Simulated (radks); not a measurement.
Values are calculated unless marked as measured or tabulated.
Coulomb parameter of the 4d shell of neutral palladium in the model configuration [Kr] 4d9 5s1, as a second difference U = [E(n + 0.5) + E(n - 0.5) - 2 E(n)] / (0.5)^2 with all orbitals relaxed. "Bare": the charge of the atom changes with n. "Screened": the 5s shell takes up the change at fixed total charge, which measures U(4d,4d) + U(5s,5s) - 2 U(4d,5s). Level of theory: scalar-relativistic Kohn-Sham, BLYP, spin-unpolarised, spherical densities, point nucleus (a radial shooting solver on a logarithmic mesh with Libxc functionals).

| case | configuration | E - E(n) (eV) |
|---|---|---|
| start | [Kr] 4d9 5s1 | 0.000 |
| bare +0.5 | [Kr] 4d9.5 5s1 | -2.100 |
| bare -0.5 | [Kr] 4d8.5 5s1 | 4.599 |
| screened +0.5 | [Kr] 4d9.5 5s0.5 | -0.880 |
| screened -0.5 | [Kr] 4d8.5 5s1.5 | 1.324 |

U(bare) = 9.995 eV, U(screened by 5s) = 1.774 eV, against the Slater integral F0(4d,4d) = 16.649 eV with frozen orbitals. The step up makes a negative ion, whose loosely bound charge lowers the bare value.
